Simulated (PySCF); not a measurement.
Silicon: a sound run and one with changed settings

Sound run: Si⁺ [Ne] 3s2 3p1, Si²⁺ [Ne] 3s2. Calculation: PySCF 2.14, in x2c-SVPall; scalar relativity by spin-free X2C-1e. In the sound run the correlated levels freeze [Ne]. The sound run starts from symmetry-adapted Hartree-Fock orbitals and uses a fine grid where one is needed.

Changed run: all electrons correlated in a basis built for the valence shell.

```
species   method  sound run (hartree)  changed run (hartree)  converged
    Si⁺      MP2           -289.10280             -289.11022        yes
    Si⁺  CCSD(T)           -289.12116             -289.12846        yes
   Si²⁺      MP2           -288.51665             -288.52419        yes
   Si²⁺  CCSD(T)           -288.53082             -288.53834        yes
```

Ionisation energy of Si⁺:

```
 method  sound run (eV)  changed run (eV)
    UHF          15.789            15.789
    MP2          15.950            15.947
SCS-MP2          15.932            15.927
   CCSD          16.046            16.041
CCSD(T)          16.064            16.058
```

A valence basis has no tight correlating functions, so it recovers only part of the core correlation, and not evenly between atom and ion.

For comparison, NIST gives 16.346 eV between the lowest levels.
